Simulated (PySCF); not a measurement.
Compound: C3H7BGe.
InChI=1S/C3H7BGe/c1-2-3-4-5/h4H,1,5H3

Computed with PBE0-D3(BJ)/def2-SVP geometry optimisation, gas phase in PySCF 2.14.0.

Take the most abundant isotopes and a rigid rotor. 

(1) What are A, B and C (GHz)?

(2) Classify the top.

(3) What does the inertial defect say?

(4) Give the other two planar moments, Paa and Pbb, and the rms extents of the mass along the axes.

(5) Give the coordinates in the principal-axis frame, origin at the centre of mass.

(6) Where do the levels up to J = 2 lie, in MHz?

(7) Which lines would a microwave search look for?

Answers

(1) Ia = 36.71, Ib = 547.73, Ic = 575.12 u·Å²; 505379 MHz·u·Å²/I gives 13765, 922.7 and 878.7 MHz, that is A = 13.765, B = 0.9227, C = 0.8787 GHz.

(2) A near-prolate asymmetric top: κ = (2 × 922.7 − 13765 − 878.7)/(13765 − 878.7) = -0.99.

(3) Not planar: Δ = Ic − Ia − Ib = -9.33 u·Å². For a rigid frame Δ = −2 Σ m c², so Σ m c² = 4.67 u·Å² lies off the ab plane, practically all of it from hydrogen. The atom farthest from that plane is 1.24 Å away.

(4) Paa = Σ m a² = (Ib + Ic − Ia)/2 = 543.07 and Pbb = Σ m b² = (Ia + Ic − Ib)/2 = 32.05 u·Å². With the mass M = 127.99 u, the rms extents √(P/M) along a, b and c are 2.06, 0.50, 0.19 Å.

(5) The sense of each axis is arbitrary; atoms in the order of the calculation.
| atom | mass (u) | a (Å) | b (Å) | c (Å) |
| --- | --- | --- | --- | --- |
| C1 | 12.000 | 4.029 | 0.506 | 0.000 |
| C2 | 12.000 | 2.694 | -0.051 | -0.004 |
| C3 | 12.000 | 1.568 | -0.536 | -0.001 |
| B4 | 11.009 | 0.177 | -1.082 | 0.001 |
| Ge5 | 73.921 | -1.472 | 0.160 | 0.000 |
| H6 | 1.008 | 4.033 | 1.575 | -0.266 |
| H7 | 1.008 | 4.469 | 0.405 | 1.006 |
| H8 | 1.008 | 4.686 | -0.036 | -0.698 |
| H9 | 1.008 | 0.001 | -2.279 | 0.005 |
| H10 | 1.008 | -2.353 | -0.127 | 1.237 |
| H11 | 1.008 | -2.355 | -0.119 | -1.237 |
| H12 | 1.008 | -1.125 | 1.661 | 0.003 |

(6) Above 0(0,0):
J = 1: 1(0,1) 1801, 1(1,1) 14644, 1(1,0) 14688
J = 2: 2(0,2) 5404, 2(1,2) 18203, 2(1,1) 18334, 2(2,1) 56862, 2(2,0) 56862
Those of J = 1 are B + C, A + C and A + B.

(7) The dipole components are |μa| = 2.79 D, |μb| = 0.54 D, |μc| = 0.04 D. Intensities carry the squares of the components, which stand as 1.00 : 0.04 : 0.00 (a : b : c). Some lines, for components of 0.1 D or more:

```
type  branch         J(Ka,Kc)    MHz  lower level (cm⁻¹)
   a       Q  4(1,3) ← 4(1,4)    439               1.023
   a       R  2(1,2) ← 1(1,1)   3559               0.488
   a       R  2(1,1) ← 1(1,0)   3647               0.490
   a       R  3(1,3) ← 2(1,2)   5338               0.607
   a       R  4(0,4) ← 3(0,3)   7205               0.361
   a       R  4(3,2) ← 3(3,1)   7206               4.223
   a       R  4(3,1) ← 3(3,0)   7206               4.223
   a       R  4(2,2) ← 3(2,1)   7207               2.077
   a       R  4(1,3) ← 3(1,2)   7293               0.794
   b       Q  1(1,0) ← 1(0,1)  12886               0.060
   b       Q  2(1,1) ← 2(0,2)  12930               0.180
   b       Q  3(1,2) ← 3(0,3)  12997               0.361
   b       R  1(1,1) ← 0(0,0)  14644               0.000
   b       R  2(1,2) ← 1(0,1)  16401               0.060
   b       R  3(1,3) ← 2(0,2)  18137               0.180
   b       Q  2(2,1) ← 2(1,2)  38659               0.607
   b       Q  3(2,2) ← 3(1,3)  38725               0.785
   b       Q  4(2,3) ← 4(1,4)  38813               1.023
   b       R  3(2,1) ← 2(1,2)  44064               0.607
   b       R  4(2,2) ← 3(1,3)  45932               0.785
   b       Q  3(3,0) ← 3(2,1)  64321               2.077
   b       Q  3(3,1) ← 3(2,2)  64322               2.077
   b       Q  4(3,2) ← 4(2,3)  64322               2.317
   b       R  4(3,2) ← 3(2,1)  71527               2.077
   b       R  4(3,1) ← 3(2,2)  71528               2.077
   b       Q  4(4,0) ← 4(3,1)  90050               4.463
```

No frequency check. Constants of a rigid frame at the computed geometry: no zero-point averaging, no centrifugal distortion. A rigid rotor knows nothing of internal rotation, which can split or shift real lines. Quadrupole hyperfine structure (11B) is left out.
